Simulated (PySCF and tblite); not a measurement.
2 diastereomers of C₆H₉F₃OS, numbered alike:

```csv
isomer,SMILES,descriptors (one enantiomer)
A,[CH3:1][O:2][C@@H:3]1[CH2:4][CH2:5][S:6][C@@H:7]1[C:8]([F:9])([F:10])[F:11],"3R, 7S"
B,[CH3:1][O:2][C@H:3]1[CH2:4][CH2:5][S:6][C@@H:7]1[C:8]([F:9])([F:10])[F:11],"3S, 7S"
```

Computed spectrum of one of them (conformer average at 298.15 K; GFN1-xTB geometries, energies r2SCAN/6-31+G* (IEF-PCM, benzene) (D3(BJ) added where defined), GIAO shieldings B97-2/pcSseg-1 (IEF-PCM, benzene); references on GFN2-xTB geometries), in ppm: ¹H (against TMS): 4.14 (1H), 3.79 (1H), 3.74 (3H), 3.01 (1H), 2.92 (1H), 2.55 (1H), 2.24 (1H). ¹³C (against TMS): 134.0 (1C), 88.1 (1C), 61.4 (1C), 53.4 (1C), 38.2 (1C), 31.0 (1C). Of the H, only those on carbon are given.

(1) Which isomer is it?

Unscaled ¹⁹F shifts at such levels can be off by tens of ppm; differences between conformers or isomers are more reliable. Shifts are unscaled: against experiment ¹³C can be off by 15 ppm or more and ¹H by 0.8 ppm.

## Answers

(1) A. After a straight-line scaling (slope 0.85 to 1.15) of computed carbon shifts, the largest errors are A 0.5 ppm (at 88.1), B 4.8 ppm (at 61.4). Assigned: ¹H (against TMS): 4.14 (H3, 1H), 3.79 (H7, 1H), 3.74 (H1, 3H), 3.01 (H5b, 1H), 2.92 (H5a, 1H), 2.55 (H4a, 1H), 2.24 (H4b, 1H). ¹³C (against TMS): 134.0 (C8), 88.1 (C3), 61.4 (C1), 53.4 (C7), 38.2 (C4), 31.0 (C5). For comparison, at another level (GFN2-xTB geometries, energies PBE0/pcSseg-1 (D3(BJ) added where defined), GIAO shieldings PBE0/pcSseg-1) the isomers give: A: ¹H (against TMS): 3.82 (H3, 1H), 3.69 (H7, 1H), 3.60 (H1, 3H), 2.80 (H5a, 1H), 2.79 (H5b, 1H), 2.54 (H4a, 1H), 1.98 (H4b, 1H). ¹³C (against TMS): 135.1 (C8), 88.9 (C3), 61.1 (C1), 52.5 (C7), 36.7 (C4), 30.0 (C5). ¹⁹F (against CFCl3): -83.0 (F9/F10/F11). B: ¹H (against TMS): 4.04 (H3, 1H), 3.94 (H7, 1H), 3.54 (H1, 3H), 3.27 (H5a, 1H), 2.78 (H5b, 1H), 2.18 (H4a, 1H), 1.95 (H4b, 1H). ¹³C (against TMS): 135.2 (C8), 89.0 (C3), 59.8 (C7), 59.4 (C1), 40.0 (C4), 37.1 (C5). ¹⁹F (against CFCl3): -85.6 (F9/F10/F11).
